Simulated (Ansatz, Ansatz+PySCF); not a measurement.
```xyz
2

H     0.0000    0.0000   -0.8944
F     0.0000    0.0000    0.0994
```

Basis set: def2-SVP (spherical functions). Left uncorrelated: 1 orbital. Charge 0, multiplicity 1.

Computed with Ansatz (development build ahead of 0.2.0); each method stands on the lowest determinant of its kind that the runs found. Restricted open shells among the atoms or ions are ROHF, correlated in semicanonical orbitals with singles.

The atomization energy at this shape (free ground-state atoms in the same class of orbitals less the molecule, no zero-point energy) of singlet HF:

| method | atomization energy |
| --- | --- |
| RHF-MP2 | 5.57 eV |
| RHF | 3.92 eV |
| UHF | 3.82 eV |

(1) What does RHF-CCSD(T) give?

Results:

(1) 5.44 eV.
